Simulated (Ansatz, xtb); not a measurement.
## Two conformers of F2GeH2Se2

We compare I, `[F][Ge]([F])([SeH])[SeH]`, a singlet, with II, `[F][Ge]([F])([SeH])[SeH]`, a singlet. Both are isolated molecules in the gas phase, relaxed with PBE0-D4/def2-SVP.

I (Å):

```xyz
7

F     0.9976   -1.3915    1.3633
F    -0.8393   -1.5089   -0.6152
Ge    0.2376   -0.4016    0.1672
Se   -1.0868    1.2757    1.0731
Se    1.9627    0.3389   -1.1910
H    -2.2490    0.3718    1.0462
H     1.0384    1.2477   -1.8891
```

II (Å):

```yaml
atoms:
  - { symbol: F, position_ang: [-1.8335, -2.0183, 1.3581] }
  - { symbol: F, position_ang: [-1.7920, 0.5411, 2.1794] }
  - { symbol: Ge, position_ang: [-1.3434, -0.4444, 0.8282] }
  - { symbol: Se, position_ang: [-2.5245, 0.3355, -1.0069] }
  - { symbol: Se, position_ang: [0.9415, -0.5329, 0.4513] }
  - { symbol: H, position_ang: [-3.4972, 0.9778, -0.1072] }
  - { symbol: H, position_ang: [1.0345, -1.7300, 1.3035] }
```

Q: Estimate which is lower in electronic energy at CCSD(T)/def2-SVP + ΔMP2/def2-TZVPP, and by roughly how much.

A: CCSD(T)/def2-SVP + ΔMP2/def2-TZVPP gives E(II) − E(I) = +0.011 eV, slightly favouring structure I, which is too small a margin to settle the true order.

The same difference at several levels:

```csv
level,geometry,E(II) − E(I) (eV),departure from the last row (eV),"job, with rough time for the two"
PBE0-D4/def2-SVP,PBE0-D4/def2-SVP,−0.008,−0.019,"optimisation, 1.8 min"
HF/def2-SVP,PBE0-D4/def2-SVP,−0.003,−0.014,part of the CCSD(T) run
MP2/def2-SVP,PBE0-D4/def2-SVP,−0.010,−0.020,part of the CCSD(T) run
CCSD(T)/def2-SVP,PBE0-D4/def2-SVP,−0.007,−0.017,single point
CCSD(T)/def2-SVP + ΔMP2/def2-TZVPP,PBE0-D4/def2-SVP,+0.011,,"single point, 2.1 min"
```

The largest departure from CCSD(T)/def2-SVP + ΔMP2/def2-TZVPP is that of MP2/def2-SVP, 0.020 eV. Levels run at GFN2-xTB geometries aren't shown. The last row adds to CCSD(T) the change of the MP2 difference between the two basis sets, here +0.017 eV.

With thermal terms from frequencies at re-optimised GFN2-xTB minima (ideal gas, soft modes damped towards free rotors, one conformer each, 298.15 K, 1 atm): on the last row, ΔE + ΔZPE = +0.010, ΔH = +0.011, ΔG = +0.028 eV.

The correlated steps freeze 29 core orbitals; the filled d shell of Ge and Se is correlated, in a basis made for valence electrons. Run with Ansatz 0.2.0, xtb 6.7.1; the last row on 2 threads of Arm Neoverse V1 on a shared host.
